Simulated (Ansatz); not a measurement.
`N[SiH2]C(O)F` and `OC(F)Cl` differ in one atom or group.

Ansatz, PBE0-D4/def2-TZVP geometries, multiplicity 1. Each molecule was computed in one conformer, which needn't be the lowest.

| property | `N[SiH2]C(O)F` |
| --- | --- |
| HOMO energy (PBE0/def2-TZVPP) / eV | -7.79 |
| size of the dipole moment (B3LYP/def2-TZVPP) / D | 3.15 |
| LUMO energy (ωB97M-V/def2-TZVPP) / eV | 1.54 |
| LUMO energy (B3LYP/def2-TZVPP) / eV | -0.27 |
| HOMO–LUMO gap (ωB97M-V/def2-TZVPP) / eV | 11.65 |
| size of the dipole moment (PBE/def2-TZVPP) / D | 3.00 |

(1) What does the change do to each property? (Estimate.)

## Answers

(1) Ansatz gave: 
```tsv
property	`OC(F)Cl`	shift
HOMO energy (PBE0/def2-TZVPP) / eV	-9.08	-1.29
size of the dipole moment (B3LYP/def2-TZVPP) / D	0.82	-2.33
LUMO energy (ωB97M-V/def2-TZVPP) / eV	2.37	0.83
LUMO energy (B3LYP/def2-TZVPP) / eV	0.11	0.38
HOMO–LUMO gap (ωB97M-V/def2-TZVPP) / eV	13.80	2.15
size of the dipole moment (PBE/def2-TZVPP) / D	0.86	-2.14
```

With PBE0 the HOMO falls by 1.29 eV and the LUMO rises by 0.44 eV, so the gap widens by about 1.73 eV. PBE moves the HOMO by -1.16 eV and ωB97M-V by -1.33 eV. Dipoles are sizes alone; their direction can turn.

B3LYP here is the variant with VWN-RPA as its local correlation; programs differ in this.
